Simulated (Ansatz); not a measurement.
Reaction (formal exchange of groups at the Al–N bond): `C[NH][Al]([OH])[OH]` + `C#C` → `C#[C][Al]([OH])[OH]` + CH₃NH₂

Program: Ansatz. Geometries: PBE0-D4/def2-TZVP. ΔE: electronic, gas phase. CBS: MP2 limit from def2 TZ/QZ plus the TZ coupled-cluster correction, frozen cores. This one scheme is used for every species. DFT in def2-TZVPP. B3LYP here is the variant with VWN-RPA as its local correlation; programs differ in this. One conformer a species, not always the lowest.

(1) Is it downhill or uphill in electronic energy at CCSD(T)/CBS, and by how much? (Estimate.)

(2) What do these levels give: PBE-D4, r2SCAN-D4, PBE0-D4, ωB97M-V, B2PLYP, r2SCAN, B3LYP, MP2/def2-TZVPP, CCSD/def2-TZVPP, CCSD(T)/def2-TZVPP, HF/def2-QZVPP, HF/CBS(def2)? (Estimate.)

Largest T1 diagnostic among the species: 0.013.

Results:

(1) Computed: Uphill: ΔE = +19.9 kJ/mol.

(2) Ansatz gave: PBE-D4 15.5, r2SCAN-D4 17.2, PBE0-D4 16.3, ωB97M-V 19.2, B2PLYP 18.1, r2SCAN 16.6, B3LYP 17.1, MP2/def2-TZVPP 19.2, CCSD/def2-TZVPP 19.0, CCSD(T)/def2-TZVPP 18.1, HF/def2-QZVPP 16.1, HF/CBS(def2) 16.3 kJ/mol.

The D4 term adds +3.3 kJ/mol with B3LYP and +1.8 kJ/mol with PBE0; it sums over pairs of atoms, weighted by their polarisabilities, and B3LYP, whose exchange is more repulsive, gets the larger term. In def2-TZVPP, CCSD(T) changes the Hartree–Fock value by +3.0 kJ/mol (the triples alone add −0.9 kJ/mol) and MP2 by +4.1 kJ/mol.
